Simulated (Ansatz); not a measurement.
CH$_{6}$InNSi, SMILES `N=[C]([SiH3])[InH2]`, 10 atoms. Charge 0, multiplicity 1. Correlated methods include outer-core shells of In, which these sets cover unevenly. In takes the def2 core potential. All runs use 4 threads of an AMD EPYC 9R45 on a shared host. Correlated methods freeze the cores.

Task: How many basis functions does each run have, and how long does it take in Ansatz? RKS PBE0-D4/def2-SVP energy; RHF-MP2/def2-QZVPP energy; RKS PBE0-D4/def2-QZVPP energy; RKS PBE0-D4/def2-TZVPP energy; RKS PBE0-D4/def2-TZVP relaxation (14 steps); RKS ωB97M-V/def2-SVP energy; RHF-CCSD(T)/def2-SVP energy; RKS B2PLYP (frozen core)/def2-TZVPP energy; RKS revPBE-D4/def2-TZVPP energy; RKS ωB97M-V/def2-QZVPP energy; direct RPA on PBE orbitals/def2-TZVPP energy; RHF-CCSD(T)/def2-TZVPP energy. (An estimate is asked.)

Result: Computed: Other jobs shared the machine, so times are rough.

| level | job | functions | wall time | peak host memory (GiB) |
| --- | --- | --- | --- | --- |
| RKS PBE0-D4/def2-SVP | energy | 102 | 0.5 s | 0.24 |
| RKS revPBE-D4/def2-TZVPP | energy | 238 | 0.75 s | 0.33 |
| RKS PBE0-D4/def2-TZVPP | energy | 238 | 1.1 s | 0.62 |
| RKS ωB97M-V/def2-SVP | energy | 102 | 1.6 s | 0.36 |
| RHF-CCSD(T)/def2-SVP | energy | 102 | 1.9 s | 0.5 |
| RKS B2PLYP (frozen core)/def2-TZVPP | energy | 238 | 1.9 s | 0.66 |
| direct RPA on PBE orbitals/def2-TZVPP | energy | 238 | 1.9 s | 0.66 |
| RKS PBE0-D4/def2-QZVPP | energy | 446 | 2.6 s | 1.6 |
| RKS ωB97M-V/def2-QZVPP | energy | 446 | 5.5 s | 1.9 |
| RHF-MP2/def2-QZVPP | energy | 446 | 7.5 s | 2.5 |
| RKS PBE0-D4/def2-TZVP | relaxation (14 steps) | 185 | 17 s | 0.53 |
| RHF-CCSD(T)/def2-TZVPP | energy | 238 | 34 s | 4.8 |
